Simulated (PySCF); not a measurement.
## Core-level binding energies of `[SiH2-]Br`

Species: BrH2Si (charge -1).
Z-matrix (Å and degrees, PBE0-D3(BJ)/def2-SVP geometry), rows numbered from 1:
```
Si
Br  1  2.4348
H   1  1.5504  2   94.13
H   1  1.5504  2   94.03  3    91.96
```

Computed, not measured: delta-SCF UKS SCAN, pcX-2 on the ionised atom, pcseg-1 elsewhere, spin-free X2C in PySCF 2.14.0. These are vertical core ionisation energies against the vacuum level, from separate self-consistent calculations with and without the core hole.

**Question.** What binding energy does each computed site have?

**Answer.** 
```json
{"atom(s)": "Si1", "bonded to": "Br and 2 H", "level": "Si 1s", "binding energy (eV)": "1840.53", "2p1/2 (eV)": "–", "count": "1"}
{"atom(s)": "Si1", "bonded to": "Br and 2 H", "level": "Si 2p3/2", "binding energy (eV)": "100.67", "2p1/2 (eV)": "101.31", "count": "1"}
```

**Question.** Which photon energy gives electrons from Si 2p3/2 of Si1 a kinetic energy of 50 eV, and what is their de Broglie wavelength?

**Answer.** hν = 100.67 + 50 = 150.67 eV, recoil neglected; λ = 12.264 Å/√(E/eV) = 1.73 Å.

2p3/2 and 2p1/2 are the ΔSCF energy of one spin-free 2p hole plus the eigenvalues of a spin–orbit and ligand-field matrix of the shell. 2p1/2 minus 2p3/2 (ligand field included): Si 0.64 eV. No level of bromine is listed. The species carries charge -1, so core ionisation leaves a neutral species. The basis sets have no added diffuse functions. Isolated species at its PBE0-D3(BJ)/def2-SVP geometry, gas phase.
